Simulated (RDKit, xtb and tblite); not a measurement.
Internal rotation in C9H10O, SMILES c1ccc(cc1)/C=C\OC, singlet. Scanned: dihedral C1–O2–C3–C4 and dihedral C3–C4–C5–C6; all other coordinates were relaxed at GFN2-xTB. Points at φ and −φ are mirror images. Heavy atoms are numbered in the order of the SMILES CO/C=C\c1ccccc1, hydrogens after them in the order of the atoms that carry them; the mirror image has the same energies with the sign of each dihedral reversed.

- GFN2-xTB (xtb and tblite)
- MMFF94 // GFN2-xTB (RDKit)
- UFF // GFN2-xTB (RDKit)

Energies in kcal/mol at chosen points (x: dihedral C1–O2–C3–C4 (°); y: dihedral C3–C4–C5–C6 (°)), relative to x = 180, y = -30:

```tsv
method	(-90, -120)	(0, 90)	(0, -30)	(-60, 120)	(-60, -60)	(90, -90)	(120, 0)
GFN2-xTB	8.5	2.2	3.6	4.8	4.8	7.7	2.4
MMFF94	6.5	0.5	6.2	3.8	3.6	4.2	1.8
UFF	15.4	13.6	19.0	10.3	10.2	11.3	9.0
```
